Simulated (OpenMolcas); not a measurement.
Tc5+ among 6 point charges of -1.7 e arranged as a trigonal prism (D3h), with a polar angle of 50.1° against the regular 49.1°.

```
Program             : OpenMolcas
Method              : SS-CASPT2, IPEA 0.25 Eh, imaginary shift 0.1 Eh (closed shells correlated: 4s 4p)
Basis               : ANO-RCC-VTZP [7s6p4d2f1g]
Scalar Hamiltonian  : DKH2, point nucleus
Active space        : 2 electrons in 5 orbitals (4d)
State averaging     : 2S+1 = 3 even, 10 roots; 2S+1 = 1 even, 15 roots
Spin-orbit coupling : state interaction with AMFI integrals over the reference wave functions
```

All point charges move together. At R = 1.81 Å the first state of the same spin is 3920 cm-1, and at R = 2.1 Å it is 2070 cm-1.

**Question.** A third run gives 3600 cm-1. What distance was it run at?

**Answer.** With a power law R^-n the two known points give n = -ln(2070 / 3920) / ln(2.1 / 1.81) = 4.30. Then R = 1.81 × (3920 / 3600)^(1/4.30) = 1.846 Å. The run was at 1.92 Å, so the estimate is off by -0.074 Å.

Roots that are degenerate in the reference are averaged as groups; the widest CASPT2 spread within a group is 130 cm-1 (the 2-fold group of multiplicity 3 near 0 cm-1 above the lowest state of its run, R = 2.1). Shifts and gaps below about the spread of the groups concerned are not significant. An orbital doublet at a regular site is open to a Jahn-Teller distortion, which this geometry leaves out. Free-ion shares, where given, are those of the reference states; single-state CASPT2 does not remix them. The ground term spreads over less than 5000 cm-1, several times less than with real ligands, so orbital moments are less quenched and χT lies further from the spin-only value than at real sites (holds for R = 1.92; R = 2.1). Point charges carry no covalency, so the field is a model and not that of real ligands. No measured value stands beside these numbers.
